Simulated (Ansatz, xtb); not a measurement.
**ClFH2OSi2: which of two isomers lies lower**

Structure X: `F[SiH2]O[Si]Cl`, a singlet. Structure Y: `F[Si]O[SiH2]Cl`, a singlet. Both are isolated molecules in the gas phase, relaxed with BLYP-D3(BJ)/def2-SVP; the shapes shown needn't be the lowest conformers.

X (Å):

```xyz
7

Cl   -1.9520   -2.9599    3.3564
F    -0.5372   -1.4764   -1.4058
O    -0.2108   -2.6206    0.9751
Si   -1.3025   -1.7811    0.0033
Si   -0.0129   -3.3390    2.4777
H    -2.4830   -2.6415   -0.2868
H    -1.6420   -0.4772    0.6379
```

Y (Å):

```tsv
atom	x (Å)	y (Å)	z (Å)
Cl	3.2418	0.9253	-0.7291
F	-2.0583	0.3420	-0.2046
O	0.2178	1.0423	-1.1719
Si	-1.4255	1.1558	-1.5105
Si	1.3317	0.4375	-0.0614
H	1.1179	1.0810	1.2670
H	1.2206	-1.0483	0.0051
```

Task: Which of the two would you expect CCSD(T)/def2-SVP + ΔMP2/def2-TZVPP electronic energies to favour?

Result: Too close to call at this level: CCSD(T)/def2-SVP + ΔMP2/def2-TZVPP gives E(Y) − E(X) = +0.73 kcal/mol.

How the difference moves with the method:

| level | geometry | E(Y) − E(X) (kcal/mol) | departure from the last row (kcal/mol) | job, with rough time for the two |
| --- | --- | --- | --- | --- |
| GFN2-xTB | GFN2-xTB | +3.25 | +2.52 | optimisation, 0.25 s |
| HF/STO-3G | GFN2-xTB | +4.06 | +3.33 | single point, 0.36 s |
| r2SCAN-D4/def2-SVP | GFN2-xTB | +0.64 | −0.09 | single point, 2.9 s |
| BLYP-D3(BJ)/def2-SVP | BLYP-D3(BJ)/def2-SVP | +1.40 | +0.67 | optimisation, 32 s |
| HF/def2-SVP | BLYP-D3(BJ)/def2-SVP | +0.49 | −0.24 | part of the CCSD(T) run |
| MP2/def2-SVP | BLYP-D3(BJ)/def2-SVP | −0.33 | −1.05 | part of the CCSD(T) run |
| CCSD(T)/def2-SVP | BLYP-D3(BJ)/def2-SVP | −0.12 | −0.85 | single point |
| CCSD(T)/def2-SVP + ΔMP2/def2-TZVPP | BLYP-D3(BJ)/def2-SVP | +0.73 |  | single point, 19 s |

As drawn, both hold the same kinds of bond in the same numbers.

The largest departure from CCSD(T)/def2-SVP + ΔMP2/def2-TZVPP is that of HF/STO-3G, 3.33 kcal/mol. The last row adds to CCSD(T) the change of the MP2 difference between the two basis sets, here +0.85 kcal/mol.

With harmonic frequencies from BLYP-D3(BJ)/def2-SVP (ideal gas, rigid rotor, one conformer each, 298.15 K, 1 atm): on the last row, ΔE + ΔZPE = +0.50 kcal/mol. A mode under 50 cm⁻¹ makes harmonic enthalpies and free energies unreliable, so none is given.

The correlated steps freeze 17 core orbitals. Codes used: Ansatz 0.2.0, xtb 6.7.1; the last row on 1 thread of Intel(R) Xeon(R) 6975P-C (Granite Rapids) on a shared host.
